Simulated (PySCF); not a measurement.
# Oxygen: a sound run and one with changed settings

Sound run: O²⁺ [He] 2s2 2p2, O³⁺ [He] 2s2 2p1. All numbers are calculated (PySCF 2.14, no relativity, point nucleus, in cc-pVDZ). The sound run starts from symmetry-adapted Hartree-Fock orbitals and uses a fine grid where one is needed.

Changed run: radial step 1.2 in ln r (0.13 in the sound run). This setting is unsound on purpose.

```
species  method  sound run (hartree)  changed run (hartree)  converged
    O²⁺     UHF            -73.08103              -73.08103        yes
    O²⁺    TPSS            -73.27353              -73.83334        yes
    O²⁺     LDA            -72.67960              -73.15310        yes
    O³⁺     UHF            -71.07355              -71.07355        yes
    O³⁺    TPSS            -71.24167              -71.74359        yes
    O³⁺     LDA            -70.64163              -71.06127        yes
```

Ionisation energy of O²⁺:

| method | sound run (eV) | changed run (eV) |
| --- | --- | --- |
| UHF | 54.626 | 54.626 |
| TPSS | 55.290 | 56.865 |
| LDA | 55.456 | 56.922 |

A coarse radial grid mis-integrates the density and the exchange-correlation energy, with errors of either sign; Hartree-Fock needs no grid.

For comparison, NIST gives 54.936 eV between the lowest levels.
